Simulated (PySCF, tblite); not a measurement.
Calculations on `Cc1cpc(C)s1`, in the order of a workflow; each names the level of the geometry that it ran on. Settings lines and outputs come from a driver script.

Species: C₅H₇PS.
Bonds: C1–C2, C2–C3 (aromatic), C3–P4 (aromatic), P4–C5 (aromatic), C5–C6, C5–S7 (aromatic), C2–S7 (aromatic). Hydrogens: H8, H9, H10 on C1; H11 on C3; H12, H13, H14 on C6.

Step 1: GFN2-xTB geometry optimisation, gas phase (tblite 0.8.0) (from a force-field or distance-geometry start)
```json
{"job": {"kind": "relax", "xc": "GFN2-xTB", "basis": "xTB"}, "charge": 0, "multiplicity": 1}
```
```
step      E/eV     max force
  0    -544.15368    4.136
  1    -544.44354    2.039
  2    -544.50522    1.282
...
 17    -544.53287    0.013
 18    -544.53289    0.012
 19    -544.53292    0.013
 20    -544.53294    0.010
 21    -544.53295    0.010
```

Energy lowered by 8.7 kcal/mol over 21 steps; largest atomic force 0.010 eV/Å at the end. «max force» is the largest atomic force in eV/Å.

On Arm Neoverse N1, one thread, shared host with 48 logical CPUs at a one-minute load of 6.0, this took 0.2 s of wall time.

Step 2: GFN2-xTB harmonic vibrations, gas phase (tblite 0.8.0) (on the GFN2-xTB geometry)
```json
{"job": {"kind": "ir", "xc": "GFN2-xTB", "basis": "xTB"}, "charge": 0, "multiplicity": 1}
```
```
(table of modes left out)
```

36 modes from 80 to 3078 cm⁻¹ (unscaled, harmonic); zero-point energy 65.4 kcal/mol; all wavenumbers are real at this level.

The run took 0.67 s of wall time on one thread of an Arm Neoverse N1 (shared host).

Step 3: TDDFT CAM-B3LYP/def2-SVPD, vertical, gas phase, core orbitals frozen in the response (PySCF 2.14.0, density-fitted response routines) (on the GFN2-xTB geometry)
```json
{"job": {"kind": "uv", "xc": "CAM-B3LYP", "basis": "def2-SVPD", "nstates": 8, "ntriplets": 3}, "charge": 0, "multiplicity": 1}
```
```
...
Static polarisability (au): isotropic 100.783, principal 67.262 113.026 122.062
Singlet excitations
state   eV       nm        f      main configurations
  1   4.6801    264.9   0.11360   H->L 0.95
  2   5.1713    239.8   0.05551   H-1->L 0.83, H->L+3 0.14
  3   5.3175    233.2   0.00556   H-2->L 0.91
  4   5.4031    229.5   0.00097   H->L+1 0.70
  5   6.0922    203.5   0.00000   H-1->L+1 0.73, H-1->L+5 0.12
  6   6.1503    201.6   0.00160   H->L+2 0.78
  7   6.2211    199.3   0.25138   H->L+3 0.78, H-1->L 0.11
  8   6.7747    183.0   0.00000   H->L+6 0.64, H->L+9 0.10
Triplet excitations (Tamm-Dancoff, eV): 2.8309 4.1379 4.5550
```

HOMO -7.59 eV, LUMO -0.17 eV; lowest singlet 4.68 eV; lowest triplet 2.83 eV (Tamm–Dancoff); mean polarisability 100.8 au.

The run took 38 s wall on one thread, Arm Neoverse V1 (aarch64), no GPU, on a shared host, and the process peaked at 0.90 GiB of memory.

Geometry of the electronic-property runs (GFN2-xTB):
```
atom  x, y, z in Å
C1    -2.497   -0.740   -0.010
C2    -1.165   -0.071   -0.004
C3    -0.931    1.261    0.008
P4     0.744    1.826    0.015
C5     1.384    0.239    0.002
C6     2.836   -0.101    0.001
S7     0.251   -1.071   -0.011
H8    -3.290    0.003   -0.005
H9    -2.605   -1.366   -0.896
H10   -2.606   -1.380    0.865
H11   -1.745    1.970    0.013
H12    3.099   -0.680   -0.886
H13    3.428    0.811    0.012
H14    3.096   -0.700    0.875
```

 (This holds for the electronic-property runs.)
